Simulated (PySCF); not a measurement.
Germanium: a sound run and one with changed settings

Sound run: Ge [Ar] 3d10 4s2 4p2, Ge⁺ [Ar] 3d10 4s2 4p1. All numbers are calculated (PySCF 2.14, the spin-free X2C one-electron Hamiltonian (Gaussian nucleus), in aug-cc-pVDZ-DK). In the sound run the correlated levels freeze [Ar] 3d10. The sound run starts from symmetry-adapted Hartree-Fock orbitals and uses a fine grid where one is needed.

Changed run: all electrons correlated in a basis built for the valence shell.

```
species  method  sound run (hartree)  changed run (hartree)  converged
     Ge     MP2          -2097.00059            -2097.02952        yes
    Ge⁺     MP2          -2096.71839            -2096.74554        yes
```

Ionisation energy of Ge:

```tsv
method	sound run (eV)	changed run (eV)
UHF	7.413	7.413
MP2	7.679	7.728
SCS-MP2	7.609	7.638
```

A valence basis has no tight correlating functions, so it recovers only part of the core correlation, and not evenly between atom and ion.

For comparison, NIST gives 7.899 eV between the lowest levels.
